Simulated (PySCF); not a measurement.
ethenyl silylformate (C3H6O2Si), SMILES C=COC(=O)[SiH3]. Coordinates come from a PBE-D3(BJ)/def2-SVP optimisation. Other conformers were not sampled.

Computed equilibrium geometry at PBE-D3(BJ)/def2-SVP (PySCF confirms it by a frequency run) as bond lengths and angles (one conformer of several):
Atoms: C1 C2 O3 C4 O5 Si6 H7 H8 H9 H10 H11 H12. Bonded distances (Å): C1–C2 1.344, C1–H7 1.100, C1–H8 1.095, C2–O3 1.387, C2–H9 1.101, O3–C4 1.375, C4–O5 1.213, C4–Si6 1.937, Si6–H10 1.501, Si6–H11 1.501, Si6–H12 1.500. Bond angles (°): C2–C1–H7 117.2, C2–C1–H8 123.3, H7–C1–H8 119.5, C1–C2–O3 129.3, C1–C2–H9 122.5, O3–C2–H9 108.2, C2–O3–C4 124.2, O3–C4–O5 125.2, O3–C4–Si6 111.8, O5–C4–Si6 123.0, C4–Si6–H10 106.7, C4–Si6–H11 106.7, C4–Si6–H12 112.6, H10–Si6–H11 109.6, H10–Si6–H12 110.5, H11–Si6–H12 110.5.
Charge 0, spin multiplicity 1.
